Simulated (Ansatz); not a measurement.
A geometry relaxed with CAM-B3LYP-D3(BJ)/def2-TZVP (Ansatz, a first-principles code), charge 0, multiplicity 1:

```xyz
8

H     -2.3889     0.9502     0.4554
N     -0.3904     0.6075     0.4869
C     -1.5740     0.2864     0.1855
H      0.4188    -1.1818    -0.3914
C      0.6559    -0.2508     0.1370
H     -1.8222    -0.6408    -0.3419
B      1.9840     0.0224     0.4295
H      3.1169     0.2069     0.6529
```

Write the SMILES of this molecule.

`[H]/B=C/N=C`
